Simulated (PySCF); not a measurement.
**B8H8N8: Orbital levels and atomic charges**

System: B8H8N8 (nanocone).

Cartesian coordinates (Å):
```
  1 N    -0.717   -2.553   -0.128
  2 N    -2.552   -0.718   -0.128
  3 N     1.423   -1.423    0.400
  4 B     0.703   -2.529   -0.200
  5 N    -0.777   -0.778    1.514
  6 B    -1.456   -1.457    0.473
  7 N    -1.423    1.422    0.400
  8 B    -2.529    0.702   -0.200
  9 B     2.529   -0.702   -0.199
 10 B     0.659   -0.660    1.319
 11 N     0.776    0.776    1.515
 12 B    -0.660    0.658    1.320
 13 N     0.717    2.553   -0.125
 14 B    -0.703    2.529   -0.198
 15 N     2.552    0.718   -0.126
 16 B     1.456    1.457    0.475
 17 H    -1.199   -3.236   -0.693
 18 H    -3.235   -1.200   -0.694
 19 H     1.271   -3.334   -0.837
 20 H    -3.333    1.269   -0.837
 21 H     3.334   -1.268   -0.837
 22 H     1.200    3.236   -0.689
 23 H    -1.270    3.335   -0.834
 24 H     3.234    1.202   -0.691
```

Method: B3LYP/def2-SVP, gas phase, PySCF, fitting set def2-universal-JFIT up to Ne and JKFIT beyond, grid level 1.

Give the orbital energies near the gap.


```json
{"orbital": "HOMO-4", "eV": "-8.23"}
{"orbital": "HOMO-3", "eV": "-7.89"}
{"orbital": "HOMO-2", "eV": "-7.54"}
{"orbital": "HOMO-1", "eV": "-7.26"}
{"orbital": "HOMO", "eV": "-7.01"}
{"orbital": "LUMO", "eV": "-0.20"}
{"orbital": "LUMO+1", "eV": "-0.05"}
{"orbital": "LUMO+2", "eV": "-0.01"}
{"orbital": "LUMO+3", "eV": "0.21"}
```

Give the partial charges of the non-hydrogen atoms.


| atom | Mulliken | IAO | Hirshfeld |
| --- | --- | --- | --- |
| N1 | -0.01 | -0.47 | -0.22 |
| N2 | -0.01 | -0.47 | -0.22 |
| N3 | -0.01 | -0.41 | -0.22 |
| B4 | -0.01 | 0.22 | 0.18 |
| N5 | 0.04 | -0.45 | -0.26 |
| B6 | -0.13 | 0.41 | 0.23 |
| N7 | -0.01 | -0.41 | -0.22 |
| B8 | -0.01 | 0.22 | 0.18 |
| B9 | -0.01 | 0.22 | 0.18 |
| B10 | -0.04 | 0.44 | 0.23 |
| N11 | 0.04 | -0.45 | -0.26 |
| B12 | -0.04 | 0.44 | 0.23 |
| N13 | -0.01 | -0.47 | -0.22 |
| B14 | -0.01 | 0.22 | 0.18 |
| N15 | -0.01 | -0.47 | -0.22 |
| B16 | -0.13 | 0.41 | 0.23 |
